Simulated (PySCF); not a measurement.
Simulated C 1s region for `CC[Si]([SiH3])([SiH3])CC` (SiEt2(SiH3)2), binding energy against the vacuum level.

Every computed line was given a Gaussian of 0.6 eV full width at half maximum and an area set by the number of equivalent atoms; the highest printed point is 100. The calculation used delta-SCF UKS SCAN, pcX-2 on the ionised atom, pcseg-1 elsewhere, spin-free X2C in PySCF 2.14.0.

binding energy (eV), intensity and a bar:
```
    289.1          0 
    289.2          1 
    289.3          3 #
    289.4          9 ###
    289.5         19 ######
    289.6         36 ###########
    289.7         57 #################
    289.8         79 ########################
    289.9         94 ############################
    290.0        100 ##############################
    290.1         97 #############################
    290.2         92 ############################
    290.3         92 ############################
    290.4         96 #############################
    290.5        100 ##############################
    290.6         96 #############################
    290.7         82 #########################
    290.8         61 ##################
    290.9         39 ############
    291.0         21 ######
    291.1         10 ###
    291.2          4 #
    291.3          1 
    291.4          0
```

Problem. Count the maxima, the lines and the sites behind this envelope.

Solution. The curve has 2 maxima (at 290.0 and 290.5 eV). Under it lie 2 lines from 2 inequivalent carbon sites.

Problem. Decompose the envelope and assign each component. Bonds: Si1–C2, Si1–C9, Si1–Si16, Si1–Si20, C2–C3, C9–C10. Hydrogens: H4, H5 on C2; H6, H7, H8 on C3; H11, H12 on C9; H13, H14, H15 on C10; H17, H18, H19 on Si16; H21, H22, H23 on Si20.

Solution. 
```tsv
position (eV)	relative area	line	atoms	environment
289.95	2	C 1s	C2/C9	carbon bonded to C, Si and 2 H
290.56	2	C 1s	C3/C10	carbon bonded to C and 3 H
```

Problem. What are the centre and the root-mean-square width of the whole band?

Solution. The area-weighted mean of the lines is 290.26 eV. Their own spread about it is 0.30 eV (rms) and each Gaussian has σ = 0.6/2.355 = 0.25 eV; the variances add, which gives 0.40 eV.

Problem. Above which line width would these two lines show one maximum?

Solution. Two equal Gaussians merge once their distance is under 2σ = FWHM/1.177. With 0.61 eV between them that is a full width over 0.72 eV.

The listed C 1s values span 0.61 eV, from C2/C9 (bonded to C, 2 H and Si) to C3/C10 (bonded to C and 3 H).

The curve has no shake-up lines and no vibrational structure. Topologically equivalent atoms share the value of their first member; where this conformer doesn't relate them by symmetry, their own values could differ. Isolated species at its PBE0-D3(BJ)/def2-SVP geometry (one conformer only).

Hardware: AMD EPYC 7B13, 2 threads, shared host. Cost: 66 s wall, 3.0 min CPU, 1.0 GiB resident at most.
